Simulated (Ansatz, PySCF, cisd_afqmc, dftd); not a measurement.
Species: SiHF, charge 0, singlet. SiHF (SMILES F[SiH]).
B3LYP-D3(BJ)/def2-TZVP minimum from Ansatz (a program for electronic structure):
```xyz
3

Si    -0.2468    -0.3148     0.4521
H     -0.9813    -1.2112    -0.5591
F      0.4929     0.6243    -0.6411
```

Wanted: enthalpy of formation at 298 K (by atomisation, with ideal-gas terms from PySCF's Hessian at B3LYP-D3(BJ)/def2-TZVP and the atoms' measured values of the G2/97 table; no spin-orbit terms), in kcal/mol. UHF or UKS for unpaired electrons; spin-orbit terms are left out. Cores are frozen in correlated methods. Rows without X2C or -DK are non-relativistic. AFQMC/CISD: phaseless, guided by CISD from CCSD amplitudes; bars are statistical, one sigma. Outlying blocks are dropped, and bars are widened where a walk drifts. Over all cases where full CI ran beside it in this data, AFQMC minus full CI had a median of +0.1 mEh and passed +0.4 mEh in a tenth of the cases. CBS(X,Y): correlation extrapolated as X^-3, Hartree-Fock from the larger set (Q,5: extrapolated as (X+1)exp(-9√X)). A bracket is a step between two methods taken in the basis named. Functionals run without relativity, which enters their misses. Double hybrids freeze cores in their MP2 part. 'core' is core correlation in cc-pwCVTZ (1s frozen past Ne), 'X2C' scalar relativity in cc-pVTZ-DK, both at CCSD(T). For partners of very few electrons the exact lower level stands in for a higher one. The restricted determinant of HFSi (F[SiH], singlet) is unstable towards broken spin symmetry in at least one set run.

| level | program | enthalpy of formation at 298 K (kcal/mol) | difference against the last row |
|---|---|---|---|
| HF/cc-pV(D+d)Z | Ansatz | 37.3 | 75.8 |
| HF/cc-pV(Q+d)Z | Ansatz | 25.5 | 64.0 |
| r2SCAN-D4/def2-TZVPD | Ansatz + dftd4 | -33.1 | 5.4 |
| r2SCAN/def2-TZVPD | Ansatz | -33.0 | 5.5 |
| B3LYP-D3(BJ)/def2-TZVPD | Ansatz + dftd3 | -36.5 | 2.0 |
| PBE0/def2-TZVPD | Ansatz | -29.8 | 8.7 |
| B2GP-PLYP/def2-TZVPD | Ansatz | -33.5 | 5.0 |
| CCSD/CBS(cc-pV(Q+d)Z,cc-pV(5+d)Z) | Ansatz | -35.0 | 3.5 |
| CCSD(T)/cc-pV(Q+d)Z | Ansatz | -35.9 | 2.6 |
| CCSD(T)/CBS(cc-pV(T+d)Z,cc-pV(Q+d)Z) | Ansatz | -38.7 | -0.2 |
| CCSD(T)/CBS(cc-pV(T+d)Z,cc-pV(Q+d)Z) + core + X2C | Ansatz | -38.5 | 0.0 |
| CCSDT(Q)/cc-pV(D+d)Z | Ansatz | -12.4 | 26.1 |
| AFQMC/CISD/cc-pV(D+d)Z | cisd_afqmc | -12.5 ± 0.3 | 26.0 |
| CCSD(T)/CBS(cc-pV(Q+d)Z,cc-pV(5+d)Z) + [CCSDT(Q) - CCSD(T)]/cc-pV(Q+d)Z + core + X2C | Ansatz | -38.5 | 0.0 |
| CCSD(T)/CBS(cc-pV(Q+d)Z,cc-pV(5+d)Z) + [CCSDT(Q) - CCSD(T)]/cc-pV(Q+d)Z + [CCSDTQ - CCSDT(Q)]/cc-pV(D+d)Z + core + X2C | Ansatz | -38.5 | 0.0 |
